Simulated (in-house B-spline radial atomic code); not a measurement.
Values are calculated unless marked as measured or tabulated.
# C6 from the polarisability at imaginary frequency: the strontium ion Sr²⁺

CAM-B3LYP linear response of the closed shell [Ar] 3d10 4s2 4p6, from a B-spline radial code for spherical atoms; scalar-relativistic (spin-free one-electron X2C), finite nucleus, no spin-orbit coupling; shells from n = 2 respond.

The dispersion coefficient of two like species is C6 = (3/π) ∫ α(iu)² du from 0 to ∞.

```json
{"u (hartree)": "0", "α(iu) (bohr³)": "5.915"}
{"u (hartree)": "0.156", "α(iu) (bohr³)": "5.79"}
{"u (hartree)": "0.364", "α(iu) (bohr³)": "5.299"}
{"u (hartree)": "0.624", "α(iu) (bohr³)": "4.429"}
{"u (hartree)": "1.04", "α(iu) (bohr³)": "3.115"}
{"u (hartree)": "1.56", "α(iu) (bohr³)": "2.022"}
{"u (hartree)": "2.34", "α(iu) (bohr³)": "1.176"}
{"u (hartree)": "3.64", "α(iu) (bohr³)": "0.6138"}
{"u (hartree)": "5.2", "α(iu) (bohr³)": "0.3613"}
{"u (hartree)": "7.79", "α(iu) (bohr³)": "0.2004"}
{"u (hartree)": "13", "α(iu) (bohr³)": "0.09446"}
{"u (hartree)": "26", "α(iu) (bohr³)": "0.03166"}
```

Problem. Fit one oscillator, α(iu) = α(0)/(1 + u²/ω²), through u = 1.04 and estimate C6.

Solution. From α(0)/α(iu) − 1 = 5.915/3.115 − 1 = 0.8989, ω = u/√0.8989 = 1.0969 hartree (29.8 eV). London's formula gives C6 = (3/4) α(0)² ω = 0.75 × 5.915² × 1.0969 = 28.78 hartree·bohr⁶, and the oscillator holds f = α(0) ω² = 7.12 electrons, of a sum of oscillator strengths of 34.6.

Problem. How does that compare with the full integral?

Solution. The program's quadrature over all excitations gives C6 = 29.45, so the single oscillator is off by -2.3 %. At the last point the fit gives α = 0.0105 against 0.0317: higher excitations, and deeper shells where there are any, keep the true curve higher at large u.
